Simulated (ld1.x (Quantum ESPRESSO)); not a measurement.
## iron TM: all-electron and pseudo phase curves

- Element: Fe
- Generator: ld1.x (Quantum ESPRESSO) 7.5
- Type: norm-conserving Troullier–Martins (Kleinman–Bylander form)
- Functional: PBE
- Relativity: scalar-relativistic
- Frozen core: [Ar]
- Valence charge: 8
- Reference configuration: 3d6 4s0 4p0 (charge +2)
- Partial waves: 4p (bound, empty): rc 2.45 bohr; 3d (bound): rc 1.25 bohr; 4f channel at 0.35 Ry: rc 1.95 bohr; 4s (bound, empty): rc 1.80 bohr
- Local potential: the s channel
- Core correction: a·sin(br)/r model core inside 0.75 bohr

The phase is arctan(r·u′/u) with u = r·R(r), unwrapped; energies in Ry, scanned from -4 to 5 Ry. A pole is an energy at which the radial function vanishes at the test radius. The pseudo phase is shifted by a multiple of π to meet the all-electron one at the reference energy, and phase errors are pseudo minus all-electron; the curves can meet again beyond the range given. Levels narrower than the energy grid can be missing from the lists of poles.

| channel | radius (bohr) | reference energy (Ry) | poles, all-electron | poles, pseudo | unbroken range about the reference energy with phases within 0.05 rad | phase error 1 Ry above the reference energy (rad) |
| --- | --- | --- | --- | --- | --- | --- |
| s | 2.65 | -1.48 | 0.05 | -0.03, 4.38 | below 1.1 | -0.007 |
| p | 2.65 | -1.05 | 1.03 | 1.03 | below 3.5 | -0.001 |
| d | 2.65 | -1.89 | -1.79, 2.73 | -1.79, 4.12 | below -0.7 | +0.034 |
| f | 2.65 | 0.35 | 3.29 | 3.33 | the whole range | +0.002 |

Phases in the d channel:

```tsv
E (Ry)	all-electron	pseudo
-4.00	1.351	1.352
-3.52	1.329	1.331
-3.04	1.297	1.300
-2.56	1.236	1.241
-2.08	0.894	0.908
-1.60	-1.751	-1.743
-1.12	-1.904	-1.882
-0.64	-2.057	-2.001
-0.16	-2.372	-2.196
0.32	-3.236	-2.641
0.80	-4.116	-3.534
1.28	-4.435	-4.150
1.76	-4.574	-4.401
2.24	-4.655	-4.524
2.72	-4.712	-4.597
3.20	-4.759	-4.647
3.68	-4.804	-4.684
4.16	-4.857	-4.715
4.64	-4.927	-4.742
```
